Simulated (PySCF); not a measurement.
# Pd(2+): excitation energy

Pd(2+) [Kr] 4d8 (3F) → Pd(2+) [Kr] 4d7 5p1 (high-spin determinant), as a difference of total energies. Calculation: PySCF 2.14, in aug-cc-pVTZ-DK; scalar relativity by spin-free X2C-1e. Correlated levels: valence: [Kr] frozen. The calculations carry no spin-orbit coupling.

| method | excitation energy (cm⁻¹) |
| --- | --- |
| UHF | 99567 |
| LDA | 105790 |
| PBE | 104560 |
| PBE0 | 105280 |
| r2SCAN | 105250 |
| r2SCANh | 105410 |
| PW91 | 104660 |
| MN15 | 107870 |
| MP2 (valence) | 107460 |
| SCS-MP2 (valence) | 109460 |

A first-order spin-orbit estimate (lowest level to lowest level, LS coupling) adds 0.099 eV.

The determinant of the upper state mixes LS terms, which raises its energy above the lowest term, most at the Hartree-Fock and MP2 levels.
